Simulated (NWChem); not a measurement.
System: CH$_{4}$O$_{3}$Ti; SMILES C[O][Ti](=[O])[OH]

Excerpt of the output:

```
             Northwest Computational Chemistry Package (NWChem) 7.3.0
             --------------------------------------------------------

                             Geometry "geometry" -> ""
                             -------------------------

 Output coordinates in angstroms (scale by  1.889725989 to convert to a.u.)

  No.       Tag          Charge          X              Y              Z
 ---- ---------------- ---------- -------------- -------------- --------------
    1 Ti                  22.0000     0.27525300     0.45271400    -0.05103900
    2 O                    8.0000    -1.11692400     0.86832700    -0.70899200
    3 O                    8.0000     1.39387000     1.78510100     0.47163100
    4 H                    1.0000     1.29884100     2.74012100     0.41756100
    5 O                    8.0000     0.56480700    -1.29652800     0.28910500
    6 C                    6.0000     0.10414100    -2.60318700     0.24616100
    7 H                    1.0000     0.06284200    -3.03516400     1.26232400
    8 H                    1.0000    -0.90631400    -2.67743300    -0.19698200
    9 H                    1.0000     0.78570000    -3.23632100    -0.35003100

 Effective nuclear repulsion energy (a.u.)     291.3875454901

                              NWChem Property Module
                              ----------------------

  itol2e modified to match energy
  convergence criterion.

                                 NWChem DFT Module
                                 -----------------

 Summary of "ao basis" -> "ao basis" (spherical)
 ------------------------------------------------------------------------------
       Tag                 Description            Shells   Functions and Types
 ---------------- ------------------------------  ------  ---------------------
 Ti                          6-31g*                 12       34   5s4p2d1f
 O                           6-31g*                  6       14   3s2p1d
 H                           6-31g*                  2        2   2s
 C                           6-31g*                  6       14   3s2p1d

  itol2e modified to match energy
  convergence criterion.

            General Information
            -------------------
          SCF calculation type: DFT
          Wavefunction type:  closed shell.
          No. of atoms     :     9
          No. of electrons :    56
           Alpha electrons :    28
            Beta electrons :    28
          Charge           :     0
          Spin multiplicity:     1
          Use of symmetry is: off; symmetry adaption is: off
          Maximum number of iterations: 150
          AO basis - number of functions:    98
                     number of shells:    44
          Convergence on energy requested:  1.00D-07
          Convergence on density requested:  1.00D-05
          Convergence on gradient requested:  5.00D-04

              XC Information
              --------------
                         PBE0 Method XC Functional
                     Hartree-Fock (Exact) Exchange  0.250
          PerdewBurkeErnzerhof Exchange Functional  0.750
            Perdew 1991 LDA Correlation Functional  1.000 local
           PerdewBurkeErnz. Correlation Functional  1.000 non-local

             Grid Information
             ----------------
          Grid used for XC integration:  fine
          Radial quadrature: Mura-Knowles
          Angular quadrature: Lebedev.
          Tag              B.-S. Rad. Rad. Pts. Rad. Cut. Ang. Pts.
          ---              ---------- --------- --------- ---------
          Ti                  1.40      140          10.0       974
          O                   0.60       70          12.0       590
          H                   0.35       60          13.0       590
          C                   0.70       70          13.0       590
          Grid pruning is: on
          Number of quadrature shells:   660
          Spatial weights used:  Erf1

      Superposition of Atomic Density Guess
      -------------------------------------

 Sum of atomic energies:       -1112.21745058

      Non-variational initial energy
      ------------------------------

 Total energy =   -1113.056144
 1-e energy   =   -2103.663607
 2-e energy   =     699.219917
 HOMO         =      -0.387007
 LUMO         =      -0.093794

   convergence    iter        energy       DeltaE   RMS-Dens  Diis-err
 ---------------- ----- ----------------- --------- --------- ---------
 d= 0,ls=0.0,diis     1  -1114.6120029573 -1.41D+03  4.58D-02  4.30D+00
 d= 0,ls=0.0,diis     2  -1098.4297696859  1.62D+01  3.45D-02  1.45D+02
 d= 0,ls=0.0,diis     3  -1114.4872972107 -1.61D+01  6.61D-03  8.45D+00
 d= 0,ls=0.0,diis     4  -1115.0224014918 -5.35D-01  4.19D-03  2.09D+00
 d= 0,ls=0.0,diis     5  -1115.0890503672 -6.66D-02  3.51D-03  1.42D+00
 d= 0,ls=0.0,diis     6  -1115.2068910022 -1.18D-01  1.49D-03  1.34D-01
  Resetting Diis
 d= 0,ls=0.0,diis     7  -1115.2186861896 -1.18D-02  3.90D-04  5.84D-03
 d= 0,ls=0.0,diis     8  -1115.2192146560 -5.28D-04  3.89D-04  7.69D-04
 d= 0,ls=0.0,diis     9  -1115.2189991748  2.15D-04  2.61D-04  2.94D-03
 d= 0,ls=0.0,diis    10  -1115.2192822426 -2.83D-04  5.86D-05  1.54D-04
 d= 0,ls=0.0,diis    11  -1115.2192974480 -1.52D-05  1.46D-05  1.30D-05
 d= 0,ls=0.0,diis    12  -1115.2192986896 -1.24D-06  4.14D-06  6.68D-08
 d= 0,ls=0.0,diis    13  -1115.2192987109 -2.13D-08  2.05D-06  4.83D-08

         Total DFT energy =    -1115.219298710919
      One electron energy =    -2109.342021665105
           Coulomb energy =      777.064091950815
    Exchange-Corr. energy =      -74.328914486724
 Nuclear repulsion energy =      291.387545490095

 Numeric. integr. density =       55.999999525377

                       DFT Final Molecular Orbital Analysis
                       ------------------------------------

 Vector   26  Occ=2.000000D+00  E=-3.224880D-01
              MO Center= -6.8D-01,  8.1D-01, -5.0D-01, r^2= 1.8D+00
   Bfn.  Coefficient  Atom+Function         Bfn.  Coefficient  Atom+Function
  ----- ------------  ---------------      ----- ------------  ---------------
    38      0.461469  2 O  py                42      0.328947  2 O  py
    37      0.280247  2 O  px                41      0.194746  2 O  px
     8     -0.184159  1 Ti py                12      0.147305  1 Ti py
    18     -0.137376  1 Ti d -2              51     -0.130266  3 O  px
    53     -0.113689  3 O  pz                55     -0.110160  3 O  px

[...]

          -----------------------
          Electric field gradient
          -----------------------

 1 a.u. = 0.324123 10**(16) esu/cm**3  ( or statvolts/cm**2 ) = 0.97174 10**(22) v/m**2

 ------------------------------------------------------------
   Atom      X         Y         Z
 ------------------------------------------------------------
    1 Ti   0.52015   0.85551  -0.09645
 ------------------------------------------------------------

 Electric field gradient in molecular frame (a.u.)
         XX             YY             ZZ             XY             XZ             YZ
 ------------------------------------------------------------------------------------------
        0.352141       0.912974      -1.265115       0.134671       1.004162      -0.118789

 Principal components (a.u.) and orientation
 of principal axis w.r.t. absolute frame                      Asymmetry parameter eta
 --------------------------------------------------------------------------------------
       -1.756002       0.961375       0.794627                       0.094959

       -0.432427       0.454627       0.778666
        0.061856       0.876506      -0.477400
        0.899545       0.158276       0.407146

 ------------------------------------------------------------
   Atom      X         Y         Z
 ------------------------------------------------------------
    2 O   -2.11068   1.64090  -1.33980
 ------------------------------------------------------------

 Electric field gradient in molecular frame (a.u.)
         XX             YY             ZZ             XY             XZ             YZ
 ------------------------------------------------------------------------------------------
        0.155231       0.111269      -0.266501      -0.020248       0.229929      -0.035123

 Principal components (a.u.) and orientation
 of principal axis w.r.t. absolute frame                      Asymmetry parameter eta
 --------------------------------------------------------------------------------------
       -0.368820       0.263406       0.105414                       0.428373

       -0.399653       0.891485       0.213380
        0.050108      -0.211184       0.976161
        0.915296       0.400818       0.039730

 ------------------------------------------------------------
   Atom      X         Y         Z
 ------------------------------------------------------------
    3 O    2.63403   3.37335   0.89125
 ------------------------------------------------------------

 Electric field gradient in molecular frame (a.u.)
         XX             YY             ZZ             XY             XZ             YZ
 ------------------------------------------------------------------------------------------
        0.693068      -1.187793       0.494725       0.034538       0.154774       0.031564

 Principal components (a.u.) and orientation
 of principal axis w.r.t. absolute frame                      Asymmetry parameter eta
 --------------------------------------------------------------------------------------
       -1.188920       0.778768       0.410153                       0.310042

       -0.016933       0.876786      -0.480583
        0.999709       0.023108       0.006935
       -0.017186       0.480326       0.876922

 ------------------------------------------------------------
   Atom      X         Y         Z
 ------------------------------------------------------------
    4 H    2.45445   5.17808   0.78908
 ------------------------------------------------------------

 Electric field gradient in molecular frame (a.u.)
         XX             YY             ZZ             XY             XZ             YZ
 ------------------------------------------------------------------------------------------
        0.236511      -0.476742       0.240231       0.071705      -0.002921       0.040908

 Principal components (a.u.) and orientation
 of principal axis w.r.t. absolute frame                      Asymmetry parameter eta
 --------------------------------------------------------------------------------------
       -0.486192       0.244366       0.241826                       0.005224

       -0.098801       0.839774      -0.533871
        0.993511       0.113623      -0.005137
       -0.056346       0.530914       0.845551

 ------------------------------------------------------------
   Atom      X         Y         Z
 ------------------------------------------------------------
    5 O    1.06733  -2.45008   0.54633
 ------------------------------------------------------------

 Electric field gradient in molecular frame (a.u.)
         XX             YY             ZZ             XY             XZ             YZ
 ------------------------------------------------------------------------------------------
        0.664733      -1.170629       0.505896      -0.579390       0.217412      -0.072590

 Principal components (a.u.) and orientation
 of principal axis w.r.t. absolute frame                      Asymmetry parameter eta
 --------------------------------------------------------------------------------------
       -1.338275       0.950351       0.387924                       0.420263

        0.277352       0.853384      -0.441375
        0.960755      -0.248797       0.122680
        0.005120       0.458079       0.888897

 ------------------------------------------------------------
   Atom      X         Y         Z
 ------------------------------------------------------------
    6 C    0.19680  -4.91931   0.46518
 ------------------------------------------------------------

 Electric field gradient in molecular frame (a.u.)
         XX             YY             ZZ             XY             XZ             YZ
 ------------------------------------------------------------------------------------------
        0.114430      -0.279423       0.164992      -0.151123      -0.003148      -0.012897

 Principal components (a.u.) and orientation
 of principal axis w.r.t. absolute frame                      Asymmetry parameter eta
 --------------------------------------------------------------------------------------
       -0.331079       0.166720       0.164359                       0.007130

        0.321290       0.717106      -0.618491
        0.946606      -0.261581       0.188448
        0.026648       0.646014       0.762860

 ------------------------------------------------------------
   Atom      X         Y         Z
 ------------------------------------------------------------
    7 H    0.11875  -5.73563   2.38545
 ------------------------------------------------------------

 Electric field gradient in molecular frame (a.u.)
         XX             YY             ZZ             XY             XZ             YZ
 ------------------------------------------------------------------------------------------
        0.141404       0.066925      -0.208328      -0.011033       0.012916       0.143832

 Principal components (a.u.) and orientation
 of principal axis w.r.t. absolute frame                      Asymmetry parameter eta
 --------------------------------------------------------------------------------------
       -0.270410       0.143715       0.126694                       0.062945

       -0.039342       0.948838       0.313301
       -0.392999      -0.302968       0.868195
        0.918697      -0.088970       0.384812

 ------------------------------------------------------------
   Atom      X         Y         Z
 ------------------------------------------------------------
    8 H   -1.71269  -5.05961  -0.37224
 ------------------------------------------------------------

 Electric field gradient in molecular frame (a.u.)
         XX             YY             ZZ             XY             XZ             YZ
 ------------------------------------------------------------------------------------------
       -0.199529       0.122949       0.076580      -0.025651      -0.150138      -0.009008

 Principal components (a.u.) and orientation
 of principal axis w.r.t. absolute frame                      Asymmetry parameter eta
 --------------------------------------------------------------------------------------
       -0.267320       0.142725       0.124595                       0.067819

        0.913598      -0.406255      -0.017160
        0.069295       0.113972       0.991064
        0.400670       0.906624      -0.132276

 ------------------------------------------------------------
   Atom      X         Y         Z
 ------------------------------------------------------------
    9 H    1.48476  -6.11576  -0.66146
 ------------------------------------------------------------

 Electric field gradient in molecular frame (a.u.)
         XX             YY             ZZ             XY             XZ             YZ
 ------------------------------------------------------------------------------------------
       -0.018337      -0.003948       0.022284       0.138575       0.139559      -0.126018

 Principal components (a.u.) and orientation
 of principal axis w.r.t. absolute frame                      Asymmetry parameter eta
 --------------------------------------------------------------------------------------
       -0.270580       0.143907       0.126673                       0.063690

        0.614651       0.542440       0.572680
       -0.574773      -0.189228       0.796134
       -0.540222       0.818506      -0.195471
```

Level: PBE0/6-31G* (spherical d). Coordinates come from a PBE0/def2-SVP optimisation. Not confirmed as a minimum by frequencies. NWChem prints the field gradient with the sign opposite to the second derivative of the potential.

### Question
Reconstruct the input file.

### Answer
Several could match; the one computed here: the input that was run:
```
start job
memory heap 200 mb stack 900 mb global 1100 mb
geometry units angstroms noautosym nocenter noautoz
  Ti     0.275253     0.452714    -0.051039
  O     -1.116924     0.868327    -0.708992
  O      1.393870     1.785101     0.471631
  H      1.298841     2.740121     0.417561
  O      0.564807    -1.296528     0.289105
  C      0.104141    -2.603187     0.246161
  H      0.062842    -3.035164     1.262324
  H     -0.906314    -2.677433    -0.196982
  H      0.785700    -3.236321    -0.350031
end
basis spherical
  * library 6-31g*
end
dft
  xc pbe0
  iterations 150
end
property
  efieldgrad
end
task dft property
```
